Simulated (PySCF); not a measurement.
Sb(OH)2(TeH) (H₃O₂SbTe), SMILES [Sb]([OH])([OH])[TeH]. Atoms are numbered in the order given.

```xyz
7

Sb    -0.8100     0.3393     0.8736
O     -2.2644    -0.4872    -0.2492
H     -2.0904    -0.3284    -1.1995
O     -0.7224     2.2196     0.1587
H     -0.3676     2.1980    -0.7546
Te     1.2574    -0.6464    -0.8002
H      2.2766     0.5815    -0.2643
```
Charge 0, spin multiplicity 1.

The structure is a stationary point at PBE-D3(BJ)/def2-SVP. The def2 effective core potentials stand for the cores of Sb, Te; spin–orbit coupling is left out. The values are those of a single conformer.

Computed with B3LYP/def2-TZVP (PySCF).

Gas-phase values at a fixed geometry.

Computed frontier levels, gap, dipole moment and polarisability:
```
Item                                                                                                            Result
---------------------------------------------------------------------------------------------  -----------------------
highest occupied level                                                                                        -6.55 eV
lowest empty level                                                                                            -2.09 eV
orbital gap                                                                                                    4.46 eV
dipole moment                                                                                                   1.18 D
quadrupole, principal values (traceless, Buckingham form, about the centre of nuclear charge)   -7.50, -2.31, 9.81 D·Å
mean static polarisability                                                                       90.4 bohr³ (13.40 Å³)
polarisability, principal values                                                               70.0, 78.7, 122.6 bohr³
```
